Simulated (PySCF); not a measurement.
Species: C₇H₇FO₃.
SMILES with atom numbers: `[CH3:1][C@H:2]([F:3])[CH2:4][C:5]1=[CH:6][C:7](=[O:8])[O:9][C:10]1=[O:11]` (hydrogens: H12, H13, H14 on C1; H15 on C2; H16, H17 on C4; H18 on C6)

Computed with PySCF, PBE0-D3(BJ)/def2-SVP geometry optimisation, gas phase.

Question: List the bond lengths, angles and torsions at this level.

Answer: 
| bond | length (bohr) | order |
| --- | --- | --- |
| C1–C2 | 2.852 | single |
| C2–F3 | 2.610 | single |
| C2–C4 | 2.886 | single |
| C4–C5 | 2.802 | single |
| C5=C6 | 2.531 | double |
| C6–C7 | 2.801 | single |
| C7=O8 | 2.245 | double |
| C7–O9 | 2.618 | single |
| O9–C10 | 2.580 | single |
| C10=O11 | 2.252 | double |
| C5–C10 | 2.829 | single |
| C1–H12, C1–H13, C1–H14 | 2.078 | single |
| C2–H15 | 2.086 | single |
| C4–H16 | 2.082 | single |
| C4–H17 | 2.079 | single |
| C6–H18 | 2.058 | single |

Bonds in one row agree within 0.02 bohr and their mean is given. Orders are formal, as drawn. A selection of angles:
| angle | degrees |
| --- | --- |
| C2–C1–H12 | 110.6 |
| C2–C1–H13 | 109.9 |
| H12–C1–H13 | 108.4 |
| H12–C1–H14 | 108.8 |
| C1–C2–F3 | 109.0 |
| C1–C2–C4 | 113.0 |
| C1–C2–H15 | 110.4 |
| F3–C2–C4 | 107.8 |
| F3–C2–H15 | 107.3 |
| C4–C2–H15 | 109.1 |
| C2–C4–C5 | 111.9 |
| C2–C4–H16 | 108.1 |
| C2–C4–H17 | 109.1 |
| C5–C4–H16 | 109.0 |
| C5–C4–H17 | 110.2 |
| H16–C4–H17 | 108.4 |
| C4–C5–C6 | 131.9 |
| C4–C5–C10 | 121.2 |
| C6–C5–C10 | 106.8 |
| C5–C6–C7 | 108.3 |
| C5–C6–H18 | 129.3 |
| C7–C6–H18 | 122.4 |
| C6–C7–O8 | 130.2 |
| C6–C7–O9 | 107.6 |
| O8–C7–O9 | 122.2 |
| C7–O9–C10 | 109.0 |
| O9–C10–O11 | 123.4 |
| C5–C10–O9 | 108.3 |
| C5–C10–O11 | 128.3 |

Torsions: C1–C2–C4–C5 180° (antiperiplanar); C2–C4–C5–C6 -107° (anticlinal); C4–C5–C6–C7 178° (antiperiplanar); C5–C6–C7–O8 180° (antiperiplanar); C6–C7–O9–C10 0° (synperiplanar); C7–O9–C10–O11 180° (antiperiplanar); C4–C5–C10–O9 -178° (antiperiplanar).

Of the pairs four or more bonds apart, C10···H15 is among the closest relative to their van der Waals radii: 2.91 Å, 100 % of the sum of Bondi's values. The C–C distances run from 1.339 Å (C5=C6, drawn double) to 1.527 Å (C2–C4, drawn single), a spread of 0.188 Å. O9 (anhydride bridging oxygen) is bent (angle 109.0°). The 5-membered ring C5–C6–C7–O9–C10 has internal angles of 106.8° to 109.0° (sum 540°, against 540° for a flat polygon); it is planar, 0.00 Å rms from its mean plane, widest ring torsion 0°. The 4 C–O bonds span 1.188 Å (C7=O8, drawn double) to 1.385 Å (C7–O9, drawn single), a spread of 0.197 Å.

Point group: C1 (no symmetry element, even within 0.4 Å). Not checked by PBE0-D3(BJ)/def2-SVP frequencies. The numbers are those of one conformer.
